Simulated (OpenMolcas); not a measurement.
## Ar6+: effect of the basis set

```
Program             : OpenMolcas
Method              : RASSCF
Active space        : 2 electrons in 9 orbitals (RAS2 3s 3p; RAS3 3d, at most 2 electrons)
State averaging     : 2S+1 = 3 even, 3 roots; 2S+1 = 1 even, 7 roots; 2S+1 = 3 odd, 3 roots; 2S+1 = 1 odd, 3 roots
Spin-orbit coupling : RASSI with atomic mean-field integrals over the reference wave functions, term energies averaged over their components
```

A. ANO-RCC-VTZP [5s4p2d1f], DKH2, point nucleus; cost roughly 26 core-seconds
B. ANO-R2 [5s4p3d1f], X2C, finite nucleus; cost roughly 15 core-seconds
C. ANO-RCC-VQZP [6s5p3d2f1g], DKH2, point nucleus; cost about 19 core-seconds
D. ANO-RCC [8s7p5d4f2g], DKH2, point nucleus; cost about 40 core-seconds

Energies in cm-1 above 3s2 1S0, the measured ground level; measured values from Saloman, J. Phys. Chem. Ref. Data 39, 033101 (2010).

| Level | A | B | C | D | Measured |
| --- | --- | --- | --- | --- | --- |
| 3s2 1S0 | 0.0 | 0.0 | 0.0 | 0.0 | 0.0 |
| 3s 3p 3P* 0 | 111783 | 113032 | 111720 | 111595 | 113101 |
| 3s 3p 3P* 1 | 112541 | 113795 | 112456 | 112340 | 113906 |
| 3s 3p 3P* 2 | 114112 | 115380 | 113982 | 113885 | 115590 |
| 3s 3p 1P* 1 | 173963 | 173609 | 173939 | 173402 | 170722 |
| 3p2 1D2 | 268306 | 266126 | 267936 | 264318 | 264749 |
| 3p2 3P0 | 270258 | 272285 | 270169 | 269879 | 269836 |
| 3p2 3P1 | 271109 | 273153 | 270997 | 270721 | 270777 |
| 3p2 3P2 | 272865 | 274816 | 272695 | 272352 | 272562 |

Deviations, from unrounded energies. A percentage is the sum of absolute deviations over the sum of measured energies, with the sign that they share, or ± where signs differ.

```json
{"Against measurement": "mean absolute deviation (cm-1)", "Levels": "8", "A": "1500", "B": "1500", "C": "1400", "D": "1000"}
{"Against measurement": "other configurations (%)", "Levels": "8", "A": "±0.8", "B": "±0.7", "C": "±0.7", "D": "±0.5"}
```

D lies closest to measurement on these levels and A furthest from it. The largest miss of D in the table is 3s 3p 1P* 1, by +2700 cm-1. The ranking rests on the paired levels alone, and a cruder setting can come out closer through cancelling errors.

Among A to D the level of the table that moves most is 3p2 1D2, by 4000 cm-1 (lowest in D, highest in A).

Active for correlation alone: 3d; no level in the range computed is led by a configuration that fills it, so any true level of that kind is missing. Some terms mix strongly with configurations of 3d, whose occupation reaches 0.17 (3p2 1D) (figures for A; the like holds for B, C, D). Computed and measured levels are paired by configuration, term and J; levels that our copy of the source lacks, or whose pairing is in doubt (as where it misses far off the trend of its configuration), stay unpaired and out of the deviations. Only configurations of the active space appear. Levels that lie high or do not pair safely by name in every column are left out.

* marks odd parity.
